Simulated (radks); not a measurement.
Values are calculated unless marked as measured or tabulated.
Ionisation of the copper ion Cu+, [Ar] 3d10, to Cu2+, [Ar] 3d9, under several functionals. Dirac Kohn-Sham, spin-unpolarised, spherical densities, finite nucleus; open shells fill j = l - 1/2 first; a radial shooting solver on a logarithmic mesh with Libxc functionals. The NIST Atomic Spectra Database gives 20.292 eV (measured). Rank these functionals by the error of their Delta-SCF ionisation energy: exchange-only LDA; revPBE; BLYP; SOGGA; PBEsol; BP86; exchange-only B88; OLYP; LDA (Slater exchange, Perdew-Zunger correlation).

Answer. From best to worst: exchange-only B88 20.206 eV (-0.087); exchange-only LDA 20.062 eV (-0.230); SOGGA 21.062 eV (+0.769); revPBE 21.086 eV (+0.794); OLYP 21.177 eV (+0.885); PBEsol 21.194 eV (+0.902); BLYP 21.260 eV (+0.968); BP86 21.317 eV (+1.024); LDA (Slater exchange, Perdew-Zunger correlation) 21.567 eV (+1.275). Spin polarisation and multiplet splitting are left out, so open shells lie too high by an amount that depends on their filling.

Beside tabulated values, note that spin-unpolarised runs miss the spin-polarisation part of the exchange energy of open shells.
